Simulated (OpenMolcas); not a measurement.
# Bi IV: effect of the active space

```yaml
Program: OpenMolcas
Method: SS-CASPT2 or its RAS form, IPEA 0.25 Eh, imaginary shift 0.1 Eh
Basis: ANO-RCC
Scalar_Hamiltonian: DKH2, point nucleus
Spin-orbit_coupling: state interaction with AMFI integrals over the reference wave functions, term energies averaged over their components
```

A. 2 electrons in 8 orbitals (6s 6p 7s 7p); 2S+1 = 3 even, 3 roots; 2S+1 = 1 even, 7 roots; 2S+1 = 3 odd, 3 roots; 2S+1 = 1 odd, 3 roots; closed shells correlated: 5d; CASPT2 step about 30 core-seconds
B. 2 electrons in 9 orbitals (RAS2 6s 6p; RAS3 6d, at most 2 electrons); 2S+1 = 3 even, 3 roots; 2S+1 = 1 even, 7 roots; 2S+1 = 3 odd, 3 roots; 2S+1 = 1 odd, 3 roots; closed shells correlated: 5d; CASPT2 step roughly 70 core-seconds

Energies in cm-1 above 6s2 1S0, the measured ground level; measured values from Moore, Atomic Energy Levels, vol. III, NSRDS-NBS 35 (1971 reprint of NBS Circular 467, 1958).

```csv
Level,A,B,Measured
6s2 1S0,0.0,0.0,0.0
6s 6p 3P* 0,72920,73730,70968
6s 6p 3P* 1,77380,78170,75926
6s 6p 3P* 2,94230,95010,
6s 6p 1P* 1,111010,112160,114602
6p2 3P0,179200,171890,166552
```

Deviations, from unrounded energies. A percentage is the sum of absolute deviations over the sum of measured energies, with the sign that they share, or ± where signs differ.

```
           Against measurement  Levels     A     B
mean absolute deviation (cm-1)       4  4900  3200
      other configurations (%)       4  ±4.6  ±3.0
```

B lies closest to measurement on these levels. The largest miss of B in the table is 6p2 3P0, by +5300 cm-1. The ranking rests on the paired levels alone, and a cruder setting can come out closer through cancelling errors.

Between A and B the level of the table that moves most is 6p2 3P0, by 7300 cm-1 (lowest in B, highest in A). Moves below CASPT2's spread within the term are not significant.

Over all roots computed the reference weight is 0.85 to 0.94 in A; the roots of lowest weight are the least certain, and an intruder state may touch them. Spin-orbit splittings of 6p shells tend to come out small when the coupling is added on scalar orbitals. The run also gave levels led by 6s 7s, which use shells meant for correlation; these and all levels above them are left out (holds for A). The ¹D term of p² mixes with s d, which this space lacks (holds for A). Active for correlation alone: 6d; no level in the range computed is led by a configuration that fills it, so any true level of that kind is missing (holds for B). Measured partners are found by configuration, term and J. A level has none where our copy of the source lacks it or the pairing is in doubt (some pairs that miss far off the trend of their configuration count as doubtful), and it then counts in no deviation. Only configurations of the active space appear. Levels that lie high or do not pair safely by name in every column are left out.

* marks odd parity.
